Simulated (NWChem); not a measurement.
# CH3BClI; SMILES CB(Cl)I

def2 effective core potentials on I; no spin-orbit coupling.

Question: Give the equilibrium geometry at PBE0/def2-SVP with def2 effective core potentials on I (NWChem) as a list of bonds and angles, with the point group.

Answer: point group C1; any orientation.
Bonded distances (Å): B1–Cl2 1.750, B1–I3 2.142, B1–C4 1.557, C4–H5 1.099, C4–H6 1.106, C4–H7 1.100. Angles (°): Cl2–B1–I3 118.1, Cl2–B1–C4 121.4, I3–B1–C4 120.5, B1–C4–H5 113.1, B1–C4–H6 107.2, B1–C4–H7 112.3, H5–C4–H6 106.6, H5–C4–H7 110.2, H6–C4–H7 107.0.
